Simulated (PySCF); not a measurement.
C2H9ClOSi2, SMILES Cl[Si@H](CCO)[SiH3].

The structure is a stationary point at PBE0-D3(BJ)/def2-SVP. The structure was generated by enumeration; whether it is a known compound was not checked. Other conformers were not sampled.

Two levels are set side by side: PBE/def2-TZVP (PySCF) and PBE0/def2-TZVP (PySCF). Same geometry, gas phase. Differences are taken from unrounded values.

```
quantity                       PBE
---------------------------  -----
orbital gap (eV)              5.47
highest occupied level (eV)  -6.38
lowest empty level (eV)      -0.92
dipole moment (D)             3.18
mean polarisability (bohr³)  100.9
```

These are the PBE values. What does PBE0 give? (Estimate from the structure and the level; the computed values follow.)


| quantity | PBE0 | PBE minus PBE0 |
|---|---|---|
| orbital gap (eV) | 7.60 | -2.13 |
| highest occupied level (eV) | -7.64 | 1.26 |
| lowest empty level (eV) | -0.04 | -0.87 |
| dipole moment (D) | 3.30 | -0.12 |
| mean polarisability (bohr³) | 97.0 | 3.9 |

Without exact exchange PBE keeps part of each electron's self-repulsion, which lifts occupied levels and narrows the gap. PBE's more diffuse valence density responds more strongly to a field. Differences between two approximate levels are no errors against the true value.

Rough cost on one machine, each run with all the roots and properties that it gave: PBE0 against PBE within a factor of 2.
